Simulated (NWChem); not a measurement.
Species: C$_{4}$H$_{12}$O$_{3}$Si; SMILES CO[Si](C)(OC)OC

```xyz
20

C     -2.1470     1.5699    -0.4259
O     -0.7457     1.3467    -0.4313
Si     0.0000     0.0000     0.1665
C      0.0000     0.0000     2.0405
O      1.5391    -0.0275    -0.4313
C      2.4331     1.0744    -0.4259
O     -0.7934    -1.3192    -0.4313
C     -0.2860    -2.6443    -0.4259
H     -2.6768     0.7763    -0.9661
H     -2.5444     1.6266     0.5976
H     -2.3408     2.5257    -0.9225
H      0.5882     0.8352     2.4386
H      0.4292    -0.9270     2.4386
H     -1.0174     0.0917     2.4386
H      2.0107     1.9301    -0.9661
H      3.3577     0.7644    -0.9225
H      2.6809     1.3902     0.5976
H      0.6661    -2.7064    -0.9661
H     -1.0169    -3.2901    -0.9225
H     -0.1365    -3.0169     0.5976
```
Atoms are numbered in this order, from 1.

Results from NWChem. Structure relaxed at the B3LYP/6-31G* (spherical d) level. Not confirmed as a minimum by frequencies.

For level TPSS/STO-3G:

- highest occupied level (eV): -2.30
- orbital gap (eV): 7.58
- dipole (D): 0.84

Problem. Estimate the same quantities for level TPSS/pcseg-1.

Solution. 
* **highest occupied level (eV)**: -6.52
* **orbital gap (eV)**: 7.16
* **dipole (D)**: 1.20
